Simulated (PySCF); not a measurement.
C₂H₉AlOSi, singlet, geometry from GFN2-xTB (such geometries of metal compounds can be far from the true shape). Base run: B3LYP/def2-SV(P) in PySCF.

The PySCF input:
```python
from pyscf import gto, scf, dft

mol = gto.Mole()
mol.atom = '''
    Al    0.16418219    0.80306897    0.52935491
    C     1.71992852    1.91197601   -0.04275149
    H     2.65378921    1.34370309    0.00714559
    H     1.85268461    2.80857798    0.56567260
    H     1.61632416    2.23576822   -1.08292934
    C    -1.10034460    1.11363958    2.03992938
    H    -1.09292977    0.27495355    2.74276804
    H    -2.13109745    1.20242795    1.68352884
    H    -0.87444355    2.01710462    2.60931924
    O    -0.12203492   -0.58596264   -0.38609585
    Si   -0.39320375   -1.92451346   -1.27014763
    H    -1.59910444   -2.56410911   -0.74057254
    H     0.78190080   -2.78542267   -1.12070468
    H    -0.57786386   -1.49570395   -2.65807554
'''
mol.basis = 'def2-sv(p)'
mol.verbose = 4
mol.build()

mf = dft.RKS(mol)
mf.xc = 'b3lyp'
mf.kernel()
```

The base run was repeated with changes; each row names its change, and settings that it needs were set with it.

```tsv
change	ΔE vs base (mEh)	fitting functions	dipole (D)
base	0.000	-	0.60
auxbasis = cc-pvtz-ri	-13.503	757	0.60
exchange = seminumerical (SGX) (with mf = sgx.sgx_fit(mf, auxbasis='def2-universal-jfit'); with mf.with_df.dfj = True)	-0.358	348	0.60
auxbasis = autoaux	-1.427	731	0.60
auxbasis = cc-pvdz-jkfit	-0.073	641	0.60
auxbasis = def2-tzvp-ri	-19.008	589	0.60
only_dfj = on; auxbasis = def2-universal-jfit	-0.376	348	0.60
auxbasis = def2-svp-ri	-265.0	394	0.60
auxbasis = default (with mf = mf.density_fit())	-0.096	645	0.60
auxbasis = cc-pvqz-jkfit	-0.030	1073	0.60
```

A fitting set is made for a task (jfit for Coulomb, jkfit for Coulomb and exchange, ri for correlation) and for a family of orbital bases.
